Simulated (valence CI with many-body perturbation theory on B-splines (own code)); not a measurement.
The numbers below are computed, except where a source is named.
## Co14+: what the settings do

Method: relativistic CI+MBPT: three valence electrons over a frozen Dirac-Fock core [Ne], a basis of 6 s, 6 p, 5 d, 3 f, 1 g functions for each j, with the one-electron correlation potential Σ1 (screened to all orders), the two-electron term Σ2, the three-electron term Σ3, Breit, model QED; selected single and double excitations, second order for the rest (own B-spline code, finite nucleus).

No measured spectrum was set against this ion. As an estimate, levels of excited configurations hold to 0.05 to 0.15 % of their energy, terms of the ground configuration to about 0.5 %.

The reference run has the lowest level 3s²3p ²P°_1/2 and an ionisation energy of 443.804 eV. Its largest variational space holds 2758 state functions.

Names give the largest LS component (configuration and term), which can be under half, so a name can repeat, a term be missing and a line seem to break the LS rules; names also repeat where a configuration has a term twice.

Changed runs:
A. cutoff of virtual states (hartree) 1458 → 1920
B. Breit term on → off; factor on the speed of light 1 → 100; QED terms on → off
C. correlating orbitals by l 3 3 3 2 1 → 6 5 3 4 3
D. correlating orbitals by l 3 3 3 2 1 → 2 2 1 1 0; natural orbitals for correlation on → off (bad on purpose)

Excitation energies of the reference run in cm⁻¹, and shifts in cm⁻¹:

| Level | Reference | A | B | C | D |
| --- | --- | --- | --- | --- | --- |
| 3s²3p ²P°_3/2 | 22996 | +1.8 | -22994 | +1.4 | -5.9 |
| 3s3p² ⁴P_1/2 | 241872 | +1.1 | -20721 | +37 | -1052 |
| 3s3p² ⁴P_3/2 | 251488 | +1.9 | -30336 | +39 | -1090 |
| 3s3p² ⁴P_5/2 | 262985 | +2.7 | -41832 | +38 | -1057 |
| 3s3p² ²D_3/2 | 322807 | +4.1 | -34227 | -11 | +242 |
| 3s3p² ²D_5/2 | 325866 | +4.5 | -37285 | -10 | +208 |
| 3s3p² ²S_1/2 | 391350 | +2.2 | -31457 | -49 | +1789 |
| 3s3p² ²P_1/2 | 418215 | +3.4 | -35129 | -35 | +1532 |
| 3s3p² ²P_3/2 | 427116 | +3.7 | -44029 | -27 | +1342 |
| 3s²3d ²D_3/2 | 506585 | +16 | -26760 | -171 | +2110 |
| 3s²3d ²D_5/2 | 509152 | +16 | -29326 | -172 | +2090 |
| 3p³ ²D°_3/2 | 619081 | +7.3 | -49723 | +7.8 | -460 |
| Ionisation energy (eV) | 443.804 | +0.002 | -3.021 | +0.005 | -0.136 |
